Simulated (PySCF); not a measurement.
Method: CAM-B3LYP-D3(BJ)/def2-TZVP (PySCF). Gas-phase values, no solvent. Delta-SCF ions had no search for a lower state. 

Reference species (SMILES): `B` (neutral, multiplicity 1).

```
Item                                       Result
--------------------------------------  ---------
LUMO                                     -0.88 eV
HOMO–LUMO gap                            10.58 eV
HOMO                                    -11.46 eV
vertical ionisation energy (Delta-SCF)   13.19 eV
```

Changed species: `BCl` (1 of 3 H replaced by Cl; the reference has 0 of 3 H replaced by Cl).

Problem. What does the change do to the LUMO, HOMO–LUMO gap, HOMO and vertical ionisation energy (Delta-SCF)?

Solution. the LUMO goes up by 0.19 eV, to -0.69 eV; the HOMO–LUMO gap decreases by 1.21 eV, to 9.37 eV; the HOMO rises by 1.40 eV, to -10.06 eV; the vertical ionisation energy (Delta-SCF) falls by 1.74 eV, to 11.45 eV.
